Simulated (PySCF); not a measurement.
CH₅GeOSi, CH₆GeSi, CH₃ClGeSi (calculated)

Calculation on a computer-drawn molecule: the log of a Hartree-Fock and frozen-core CCSD(T) single point meant for a local Hartree-Fock minimum, with one planted fault or none, to be diagnosed. Offsets are logged minus clean, where the clean run is the same molecule without the fault. The reference is restricted for singlets and unrestricted otherwise, and also for a bond in bohr or an excited solution. Adding or removing an electron swaps singlet and doublet. The excited solution moves the top pair (singlet) or top alpha electron (doublet) to the lowest empty orbital. Highest occupied and lowest empty are orbital energies over both spins, largest force is the largest gradient component, triples share is (T) over the correlation energy, the T1 limit is 0.02 restricted and 0.045 unrestricted, electrons count all cores, a negative frequency is imaginary (commonest isotopes), and the dipole is about the centre of nuclear charge; on germanium a core potential holds 10 electrons, which the energies leave out, and 3d is frozen in MP2 and coupled-cluster steps. Program: PySCF 2.14.0.

Common to all runs: meant multiplicity 1; meant basis cc-pV(D+d)Z; meant basis and core potential on germanium cc-pVDZ-PP ECP10MDF; logged SCF converged yes; logged CC converged yes; logged SCF stable within its kind yes; possible faults no fault, one electron removed, one electron added, multiplicity raised by two, geometry at a saddle point, SCF held on an excited solution, minimal basis STO-3G, one bond length entered in bohr, all coordinates scaled.

(1) 
```xyz
9
formula=CH5GeOSi meant_charge=1 logged_electrons=64 logged_basis_functions=99 logged_spin_squared=0 logged_highest_occupied=-13.109 logged_lowest_empty=-5.2169 logged_largest_force=0.062562 logged_T1_diagnostic=0.02372 logged_D1_diagnostic=0.080981 logged_triples_share=0.040418 logged_dipole_magnitude=1.9515 logged_energy_HF=-697.61082 logged_energy_CCSD(T)=-698.19322 planted_fault=all_coordinates_scaled,by_+7.7_% HF_energy_offset_from_clean_run=29.98 CCSD(T)_energy_offset_from_clean_run=15.88
C     -1.7540    -2.6260     1.7970
Si    -0.8349    -1.3282     0.8799
Ge    -1.7120    -1.3036    -1.4759
O     -0.9814    -0.0963    -2.6639
H     -1.5619    -2.8718     2.9237
H     -2.5839    -3.2736     1.2903
H      0.3045    -0.3239     1.2796
H     -2.8832    -2.2505    -2.1094
H     -1.2972    -0.0394    -3.6379
```

Units: logged_highest_occupied, logged_lowest_empty in eV; logged_largest_force in hartree/bohr; logged_dipole_magnitude in debye; logged_energy_HF, logged_energy_CCSD(T) in hartree; HF_energy_offset_from_clean_run, CCSD(T)_energy_offset_from_clean_run in kcal/mol.

Drawn bonds:
```csv
atom,other atom,order
1,2,2
2,3,1
3,4,1
1,5,1
1,6,1
2,7,1
3,8,1
4,9,1
```

Notes: T1 above single-reference limit.

(2) 
```xyz
9
formula=CH6GeSi meant_charge=0 logged_electrons=58 logged_basis_functions=90 logged_spin_squared=2.0314 logged_highest_occupied=-6.2048 logged_lowest_empty=0.63356 logged_largest_force=0.097065 logged_T1_diagnostic=0.012184 logged_D1_diagnostic=0.033589 logged_triples_share=0.024772 logged_dipole_magnitude=1.4644 logged_energy_HF=-623.55034 logged_energy_CCSD(T)=-623.91491 planted_fault=multiplicity_raised_by_two HF_energy_offset_from_clean_run=38.5 CCSD(T)_energy_offset_from_clean_run=63.53
C     -1.6125    -1.3292    -0.7101
Si    -0.3167    -1.4543     0.3797
Ge     1.7605    -0.3211     0.0404
H     -2.5568    -1.8418    -0.5601
H     -1.5510    -0.7268    -1.6099
H     -0.4394    -2.2849     1.5942
H      2.9115    -1.3277    -0.0501
H      2.0472     0.6333     1.2036
H      1.6809     0.4766    -1.2622
```

Units: logged_highest_occupied, logged_lowest_empty in eV; logged_largest_force in hartree/bohr; logged_dipole_magnitude in debye; logged_energy_HF, logged_energy_CCSD(T) in hartree; HF_energy_offset_from_clean_run, CCSD(T)_energy_offset_from_clean_run in kcal/mol.

Drawn bonds:
```csv
atom,other atom,order
1,2,2
2,3,1
1,4,1
1,5,1
2,6,1
3,7,1
3,8,1
3,9,1
```

(3) 
```xyz
7
formula=CH3ClGeSi meant_charge=0 logged_electrons=72 logged_basis_functions=98 logged_spin_squared=2.0244 logged_highest_occupied=-6.9321 logged_lowest_empty=-0.63156 logged_largest_force=0.095313 logged_T1_diagnostic=0.015639 logged_D1_diagnostic=0.049036 logged_triples_share=0.03015 logged_dipole_magnitude=4.6108 logged_energy_HF=-1081.38364 logged_energy_CCSD(T)=-1081.85786 planted_fault=multiplicity_raised_by_two HF_energy_offset_from_clean_run=16.82 CCSD(T)_energy_offset_from_clean_run=42.11
C     -0.3702    -0.2167    -0.8009
Si     1.1957    -0.8289    -1.1023
Ge     2.7191     0.0834    -2.8238
Cl     1.3317     1.6589    -3.5362
H     -0.7661     0.6177    -1.3687
H     -1.0334    -0.6220    -0.0435
H      1.6818    -1.9712    -0.2934
```

Units: logged_highest_occupied, logged_lowest_empty in eV; logged_largest_force in hartree/bohr; logged_dipole_magnitude in debye; logged_energy_HF, logged_energy_CCSD(T) in hartree; HF_energy_offset_from_clean_run, CCSD(T)_energy_offset_from_clean_run in kcal/mol.

Drawn bonds:
```csv
atom,other atom,order
1,2,2
2,3,1
3,4,1
1,5,1
1,6,1
2,7,1
```
